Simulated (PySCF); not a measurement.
input.py for BeS

File input.py (PySCF 2.14):

```python
from pyscf import gto, scf

mol = gto.M(
    atom='Be 0 0 0; S 0 0 1.809',
    basis='3-21g',
    charge=0,
    spin=0,
    verbose=4,
)
mf = scf.RHF(mol)
mf.kernel()
mf.nuc_grad_method().kernel()
mf.dip_moment()
print('orbital energies (hartree):', mf.mo_energy[..., max(0, mol.nelec[1]-3):mol.nelec[0]+3].round(4))
```

```bash
$ OMP_NUM_THREADS=1 python input.py
```

Output (some set-up lines and the per-cycle HOMO/LUMO lines with their warnings removed):

```
PySCF version 2.14.0

[INPUT] Symbol           X                Y                Z      unit          X                Y                Z       unit  Magmom
[INPUT]  1 Be     0.000000000000   0.000000000000   0.000000000000 AA    0.000000000000   0.000000000000   0.000000000000 Bohr   0.0
[INPUT]  2 S      0.000000000000   0.000000000000   1.809000000000 AA    0.000000000000   0.000000000000   3.418514559338 Bohr   0.0

nuclear repulsion = 18.7215818125373
number of shells = 12
number of NR pGTOs = 42
number of NR cGTOs = 22
basis = 3-21g
ecp = {}

******** <class 'pyscf.scf.hf.RHF'> ********
method = RHF
initial guess = minao
damping factor = 0
level_shift factor = 0
DIIS = <class 'pyscf.scf.diis.CDIIS'>
SCF conv_tol = 1e-09
SCF max_cycles = 50
Initial guess from minao.
init E= -409.927167725313
cycle= 1 E= -410.009380850934  delta_E= -0.0822  |g|= 0.347  |ddm|= 1.55
cycle= 2 E= -410.046235318505  delta_E= -0.0369  |g|= 0.29  |ddm|= 0.859
cycle= 3 E= -410.080220363777  delta_E= -0.034  |g|= 0.0345  |ddm|= 0.364
cycle= 4 E= -410.082268000191  delta_E= -0.00205  |g|= 0.0199  |ddm|= 0.0879
cycle= 5 E= -410.083527384009  delta_E= -0.00126  |g|= 0.00559  |ddm|= 0.12
cycle= 6 E= -410.083603892429  delta_E= -7.65e-05  |g|= 0.000641  |ddm|= 0.0366
cycle= 7 E= -410.083604322513  delta_E= -4.3e-07  |g|= 9.84e-05  |ddm|= 0.00312
cycle= 8 E= -410.08360433815  delta_E= -1.56e-08  |g|= 1.81e-05  |ddm|= 0.000492
cycle= 9 E= -410.083604338453  delta_E= -3.03e-10  |g|= 6.82e-06  |ddm|= 7.19e-05
Extra cycle  E= -410.083604338464  delta_E= -1.16e-11  |g|= 4.55e-06  |ddm|= 1.53e-05
converged SCF energy = -410.083604338464

******** <class 'pyscf.grad.rhf.Gradients'> for <class 'pyscf.scf.hf.RHF'> ********
unit = Eh/Bohr
--------------- RHF gradients ---------------
         x                y                z
0 Be    -0.0000000000    -0.0000000000    -0.0234155726
1 S     0.0000000000     0.0000000000     0.0234155726
----------------------------------------------
Dipole moment(X, Y, Z, Debye): -0.00000, -0.00000, -6.86581
orbital energies (hartree): [-0.4099 -0.3342 -0.3342 -0.057   0.0815  0.0815]
```

In short: E(SCF) = -410.083604 Eh, 9 cycles, μz(SCF) = -6.87 D, gradient on the second atom 0.0234 Eh/bohr.

Run time: 0.7 s on 1 thread of Arm Neoverse V2 (shared host).

At this level a UHF run with spin=2 ends 0.37 eV lower; the true order of the states can differ. The basis is very small, so the numbers show the basis as much as the system. Stability towards an unrestricted solution was not tested. The bond length is a typed value, not an optimised one.
